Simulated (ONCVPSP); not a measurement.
# thallium (Tl): ONCV pseudisation with PBE, scalar-relativistic reference atom.

| Item | Value |
| --- | --- |
| Element | Tl |
| Generator | ONCVPSP 4.0.1 |
| Type | optimised norm-conserving Vanderbilt (ONCV) |
| Functional | PBE |
| Relativity | scalar-relativistic |
| Frozen core | [Kr] 4d10 4f14 |
| Valence charge | 21 |
| Reference configuration | 5s2 5p6 5d10 6s2 6p1 |
| Partial waves | 5s+6s: rc 1.50 bohr, ncon 3, nbas 6, qcut 8.8 1/bohr, 2 projectors; 5p+6p: rc 1.65 bohr, ncon 4, nbas 8, qcut 8.4 1/bohr, 2 projectors; 5d: rc 2.15 bohr, ncon 4, nbas 8, qcut 6.6 1/bohr, 1 projector |
| Local potential | polynomial inside 1.20 bohr (lpopt 5, dvloc0 0 Ha) |
| Core correction | Teter function, fcfact 5.75, rcfact 1.2 |

All-electron outer shells of the reference configuration (PBE, scalar-relativistic, ld1.x):

| shell | level (eV) | outermost node (bohr) | outermost maximum (bohr) |
| --- | --- | --- | --- |
| 4d | -375.02 | 0.19 | 0.39 |
| 5s | -131.00 | 0.46 | 0.80 |
| 4f | -114.03 | – | 0.36 |
| 5p | -76.10 | 0.50 | 0.91 |
| 5d | -15.49 | 0.53 | 1.11 |
| 6s | -9.55 | 1.04 | 2.08 |
| 6p | -2.37 | 1.23 | 2.91 |

Does the generator finish with these settings?

Yes, a potential is produced and its reference levels are reproduced.

Estimate the cutoffs (Ha) at which the residual kinetic energy of the hardest occupied pseudo-wave falls to 1 and 0.1 mHa per electron.

28 Ha and 32 Ha.

Does the potential have ghost states?

No bound ghost flagged; no localised positive-energy state flagged.

Its largest configuration-test error is -13 meV (5s2 5p6 5d10 6s1 6p0). 2 of 4 tests not solved or not reliable.
